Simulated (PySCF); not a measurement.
# One molecule, several mistakes: CGeH5N

All numbers below are calculated, not measured. They come from PySCF 2.14.0, an open-source quantum chemistry program, on an isolated molecule that a program drew, which may never have been made. The molecule is CGeH5N (charge 0, singlet), drawn as the SMILES string `N[CH2][GeH]`.

Each row is a Hartree-Fock (HF) and frozen-core CCSD(T) single point in the cc-pVDZ basis, meant for a local HF minimum. Run 1 is clean. Each other run has one planted mistake out of seven kinds, and not every kind appears here: one electron removed, one electron added, multiplicity raised by two, geometry at a saddle point, minimal basis STO-3G, one bond length entered in bohr, all coordinates scaled. The reference is restricted for singlets and unrestricted otherwise, and also for a bond in bohr. Adding or removing an electron swaps singlet and doublet. Electrons count all cores. HOMO and LUMO are orbital energies over both spins, the gradient is its largest component, and the lowest frequency (negative if imaginary) is given only where the gradient is small. Bond lengths are over the 7 bonds as drawn. T1 is the CCSD diagnostic: over 0.02 (restricted) or 0.045 (unrestricted) a single reference is doubtful. Germanium has the cc-pVDZ-PP basis, with a core potential (ECP10MDF) in place of its 10 inner electrons, and its 3s, 3p and 3d shells are frozen in CCSD(T).

Geometry of the clean run:
```xyz
8
CGeH5N, angstrom
N    -0.0706    2.0987   -0.6188
C    -1.3701    1.4540   -0.7521
Ge   -1.3691   -0.4191   -0.0356
H    -0.1037    3.0459   -0.9581
H     0.2015    2.1592    0.3478
H    -1.6199    1.3669   -1.8164
H    -2.2121    2.0019   -0.2961
H    -2.8569   -0.7140   -0.5130
```

```
run  electrons  basis functions  <S^2>  HOMO (eV)  LUMO (eV)  gradient (hartree/bohr)  lowest frequency (cm^-1)  mean bond (Å)  longest bond (Å)      T1  HF (hartree)  CCSD(T) (hartree)                          mistake
  1         50               76  0.000      -8.57       0.67                  1.2e-05                       208         1.3235             2.005  0.0106    -388.55560         -389.00536                         no fault
  2         50               76  2.006      -7.53       0.04                  3.2e-02                         -         1.3235             2.005  0.0135    -388.52061         -388.95317       multiplicity raised by two
  3         50               76  0.956      -8.70       0.74                  3.8e-02                         -         1.4638             2.085  0.0636    -388.45089         -388.89782  one bond length entered in bohr
  4         51               76  0.764      -0.63       8.07                  1.8e-02                         -         1.3235             2.005  0.0108    -388.55413         -389.01200               one electron added
  5         50               76  0.000      -8.45       0.81                  4.8e-02                         -         1.2627             1.913  0.0102    -388.53954         -388.98209                                ?
  6         49               76  0.777     -15.60      -6.79                  4.3e-02                         -         1.3235             2.005  0.0378    -388.27408         -388.69826                                ?
```

**Which mistake was planted in run 5, and what did it cost?**

The mean and the longest bond both change by the same factor, 0.954, and the gradient is no longer small. So the mistake is: all coordinates scaled. Subtracting run 1 and multiplying by 627.51 kcal/mol a hartree, the energy moved by 10.1 kcal/mol in HF and 14.6 kcal/mol in CCSD(T).

**Which mistake was planted in run 6, and what did it cost?**

It counts 49 electrons, one fewer than the clean run, at the same geometry and basis. So the mistake is: one electron removed. Subtracting run 1 and multiplying by 627.51 kcal/mol a hartree, the energy moved by 176.7 kcal/mol in HF and 192.7 kcal/mol in CCSD(T).

Cautions from the logs. Run 3: T1 is over the limit, so its CCSD(T) energy is less reliable.
